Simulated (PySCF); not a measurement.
Species: C6H10O2SSi.
Structure used (GFN2-xTB), in Å, numbered top down from 1:
```xyz
20
C6H10O2SSi angstrom
C     -3.9887   -0.3460   -0.8858
C     -3.1550    0.1177    0.2988
O     -1.8695   -0.4294    0.2235
Si    -0.4482    0.3281    0.2111
S      0.7533   -1.4372   -0.1304
C      2.3120   -0.7028   -0.1496
C      3.5949   -1.0982   -0.3296
C      4.1790    0.2890   -0.1511
C      2.7088    0.6988    0.0411
O      2.1147    1.7177    0.2488
H     -4.9979    0.0488   -0.8093
H     -4.0292   -1.4318   -0.9039
H     -3.5387   -0.0015   -1.8135
H     -3.6063   -0.2234    1.2373
H     -3.0988    1.2111    0.3224
H     -0.1452    0.9082    1.5110
H     -0.3226    1.2436   -0.9141
H      4.0587   -2.0441   -0.5287
H      4.6622    0.7262   -1.0250
H      4.8113    0.4360    0.7245
```

NICS = −σ at a ghost point: NICS(0) at the centroid of the ring atoms, NICS(1) 1 Å to either side along the normal of their mean plane, zz for the tensor component along that normal. Level: GIAO PBE0/pcSseg-1 (PySCF, non-relativistic, gas phase) on the GFN2-xTB geometry, one conformer.

Ring bond lengths (Å), with Mayer bond orders in brackets: C6–C7 1.354 (1.58), C7–C8 1.516 (1.04), C8–C9 1.538 (0.99), C9–C6 1.469 (0.94).

Give the NICS values of each ring in ppm.

```
       ring                                                    type  NICS(0)  NICS(1), two faces  NICS(1)zz, two faces  rms pucker (Å)  centre to ring atoms, mean (Å)
C6–C7–C8–C9  4-membered carbocycle; formal bonds 1 double, 3 single      4.5         -2.6 / -2.5             1.4 / 1.5            0.00                            1.04
```

What do they say, and how far can they be read as aromaticity?

- C6–C7–C8–C9: mean NICS(1)zz 1.5 ppm, near zero. C8 has four or more neighbours, so the value isn't read as a sign of a π ring current. NICS(0) lies 7 ppm above the mean NICS(1).

At the first NICS(1) probe listed for ring C6–C7–C8–C9, 1 Å off the ring, what do the in-plane components average?

The isotropic value is a third of the trace: (3 × -2.6 − (1.4))/2 = -4.6 ppm.

List the ring angles and the Hirshfeld charges of the ring atoms.

- C6–C7–C8–C9: C6 92.3° (-0.042 e), C7 94.7° (-0.020 e), C8 83.7° (-0.079 e), C9 89.3° (+0.158 e); sum 360.0° against 360° for a flat convex ring.
